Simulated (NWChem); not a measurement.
Lowest excitation of H₅BN₂

```xyz
8

B      0.0000     0.0000     0.4932
H      0.0000     0.0000     1.7068
N      1.2431     0.0000    -0.1759
H      2.1178     0.0000     0.3260
H      1.3522     0.0000    -1.1808
N     -1.2431     0.0000    -0.1759
H     -1.3522     0.0000    -1.1808
H     -2.1178     0.0000     0.3260
```
Charge 0, spin multiplicity 1.

Program: NWChem. All single points use one geometry, from PBE0/def2-SVP, a minimum by its harmonic frequencies. It is one conformer; others weren't searched.

Basis set: def2-SVP. CR-EOMCCSD(T) is the triples correction to the same EOM-CCSD root.

| method | lowest vertical singlet excitation energy (eV) | difference from EOM-CCSD |
|---|---|---|
| TDA-LDA (SVWN5) | 6.42 | -0.87 |
| CIS | 8.19 | +0.90 |
| TD-PBE | 6.34 | -0.95 |
| TD-B3LYP | 6.71 | -0.58 |
| EOM-CCSD | 7.29 | 0.00 |
| CR-EOMCCSD(T) | 7.19 | -0.10 |

The values span 1.84 eV, from TD-PBE (lowest) to CIS (highest). 

The correlated methods keep 3 core orbitals frozen. B3LYP has NWChem's definition, with VWN1-RPA local correlation. The structure started from a generated list of species. No row is a measurement; the coupled-cluster row has its own basis-set and correlation limits.
